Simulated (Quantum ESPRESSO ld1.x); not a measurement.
Results of a calculation; reference values are marked as such.
Question: All-electron atom: Cr3+ in [Ar] 3d3. Level of theory: Dirac Kohn-Sham, LDA (Slater exchange, Perdew-Wang correlation), spin-unpolarised, spherical densities, point nucleus; open shells fill j = l - 1/2 first (ld1.x of Quantum ESPRESSO 7.5). Some entries of the table are withheld. Estimate them.

orbital  occ.  eigenvalue (eV)  r(max) (bohr)
1s1/2       2        -5905.221        0.04168
2s1/2       2         -705.794         0.2441
2p1/2       2              (1)         0.1961
2p3/2       4              (2)         0.1985
3s1/2       2         -112.276         0.7732
3p1/2       2          -84.384            (3)
3p3/2       4          -83.304            (4)
3d3/2       3          -39.434            (5)
3d5/2       0          -39.322            (6)

Answer: 
(1) 2p1/2 eigenvalue (eV): -606.302
(2) 2p3/2 eigenvalue (eV): -597.682
(3) 3p1/2 r(max) (bohr): 0.7856
(4) 3p3/2 r(max) (bohr): 0.7923
(5) 3d3/2 r(max) (bohr): 0.7866
(6) 3d5/2 r(max) (bohr): 0.7888
